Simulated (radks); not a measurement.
The palladium ion Pd5+, configuration [Kr] 4d5. Method: scalar-relativistic Kohn-Sham, PBEsol, spin-polarised, spherical densities, finite nucleus; open shells are filled with parallel spins first (spin-orbit coupling, left out, can overturn this in heavy ions); Fermi nuclear charge, rms radius 4.5318 fm; computed with a radial shooting solver on a logarithmic mesh with Libxc functionals.

Normalised radial functions P(r) = r R(r), r in bohr:

```
   r/bohr * 4p up, o 4d down (the largest magnitude, 1.14, reaches the edge; | marks zero, & curves that meet)
 0.001611                             &
 0.001831                             &
 0.002097                             &
 0.002384                             &
 0.002709                             &
 0.003104                             &
 0.003528                             &
 0.004009                             &
 0.004557                             &
 0.005221                             &
 0.005934                             &
 0.006744                             o*
 0.007726                             o*
 0.008781                             o*
 0.009981                             o*
  0.01143                             o*
    0.013                             o *
  0.01477                             o *
  0.01692                             o *
  0.01923                             o  *
  0.02186                             o  *
  0.02504                             o   *
  0.02846                             o    *
  0.03235                             |o    *
  0.03706                             |o     *
  0.04212                             |o     *
  0.04788                             |o      *
  0.05485                             | o      *
  0.06234                             | o       *
  0.07085                             |  o      *
  0.08053                             |   o    *
  0.09226                             |    o  *
   0.1049                             |     o*
   0.1192                             |   *  o
   0.1365                             |*       o
   0.1552                           * |         o
   0.1764                       *     |          o
   0.2021                   *         |           o
   0.2297                *            |           o
    0.261              *              |           o
   0.2991              *              |         o
   0.3399                 *           |       o
   0.3863                     *       |    o
   0.4426                           * o
    0.503                        o    |    *
   0.5717                   o         |            *
    0.655              o              |                   *
   0.7444          o                  |                        *
   0.8461       o                     |                          *
   0.9694      o                      |                          *
    1.102      o                      |                       *
    1.252       o                     |                    *
    1.423          o                  |               *
     1.63             o               |          *
    1.853                 o           |      *
    2.106                    o        |   *
    2.413                       o     | *
    2.743                          o  |*
    3.117                           o *
    3.571                            o*
    4.059                             &
```

4p up: eigenvalue -127.85 eV, 2 radial nodes at r = 0.143, 0.457 bohr, <r> = 1.00 bohr, 90 % of the charge inside 1.46 bohr. 4d down (empty): eigenvalue -71.059 eV, 1 radial node at r = 0.443 bohr, <r> = 1.21 bohr, 90 % of the charge inside 1.84 bohr.
